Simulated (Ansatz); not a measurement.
F2OS, charge -1, doublet, at a GFN2-xTB geometry (a state made from the parent by changing its charge; the spin is typed, not shown lowest) (a gas-phase anion, which may not be bound at this level). Base run: PBE/pcseg-1 in Ansatz (a program for electronic structure).

Here is a job for Ansatz.
Ansatz 0.2 input:
```yaml
crystal:
  periodic: [false, false, false]
  atoms:
    - {symbol: O, position_ang: [1.30256338, -0.09150231, -0.17980136]}
    - {symbol: S, position_ang: [-0.13768958, 0.00967240, 0.01900620]}
    - {symbol: F, position_ang: [-0.34190385, 1.86544885, -0.03962579]}
    - {symbol: F, position_ang: [-0.57114878, -1.80130884, 0.16566043]}
basis:
  gaussian:
    orbitals: pcseg-1.json
hamiltonian:
  xc: pbe
total_charge: -1
magnetization: {spin_polarized: true, initial_magnetization: 1}
```
The basis file holds pcseg-1 in the JSON format of the Basis Set Exchange.

Variants of this job, named by their change:

```json
[
 {"change": "base", "ΔE vs base (kcal/mol)": "0.000"},
 {"change": "final_grid = 6, 12, 29", "ΔE vs base (kcal/mol)": "0.006"},
 {"change": "lower_state_search = off", "ΔE vs base (kcal/mol)": "0.000"},
 {"change": "forces = on", "ΔE vs base (kcal/mol)": "0.000"},
 {"change": "final_grid = 14, 28, 59", "ΔE vs base (kcal/mol)": "0.000"},
 {"change": "point_charge = charge:-1.0 position_ang:4.616, -1.0102, -1.5578", "ΔE vs base (kcal/mol)": "66.3"},
 {"change": "lower_state_search = full", "ΔE vs base (kcal/mol)": "0.000"},
 {"change": "final_grid = 4, 8, 17", "ΔE vs base (kcal/mol)": "-0.504"},
 {"change": "nuclear_model = gaussian", "ΔE vs base (kcal/mol)": "0.235"},
 {"change": "fitting.mean_field = def2-universal-JKFIT", "ΔE vs base (kcal/mol)": "-0.060"},
 {"change": "point_charge = charge:1.0 position_ang:-2.2516, -4.29, -0.6557", "ΔE vs base (kcal/mol)": "-78.0"}
]
```

A gas-phase anion may not be bound at this level; its values then depend on the basis.
